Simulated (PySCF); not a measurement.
SMILES C([SiH2]CC)(=O)O (C3H8O2Si) (GFN2-xTB optimised geometry):

```
14

C      2.561    -0.741     0.000
C      1.035    -0.741     0.000
Si     0.302     1.015     0.000
C     -1.606     0.846     0.094
O     -2.413     1.295    -0.679
O     -1.979     0.150     1.178
H      2.944    -0.227     0.878
H      2.948    -1.758     0.004
H      2.945    -0.234    -0.881
H      0.682    -1.296    -0.873
H      0.679    -1.287     0.877
H      0.710     1.750     1.202
H      0.627     1.758    -1.218
H     -2.948     0.077     1.231
```

Method: CAM-B3LYP/def2-TZVP (PySCF).

Task: What are the frontier orbital energies and the dipole moment?

Result: HOMO-2 -10.83 eV, HOMO-1 -10.30 eV, HOMO -9.07 eV, LUMO 0.59 eV, LUMO+1 1.51 eV; dipole moment 2.24 D.

Meta-Löwdin charges at CAM-B3LYP/def2-TZVP: C1 -0.32, C2 -0.42, Si3 0.63, C4 0.32, O5 -0.45, O6 -0.47, H7 0.11, H8 0.11, H9 0.11, H10 0.12, H11 0.12, H12 -0.10, H13 -0.10, H14 0.35.
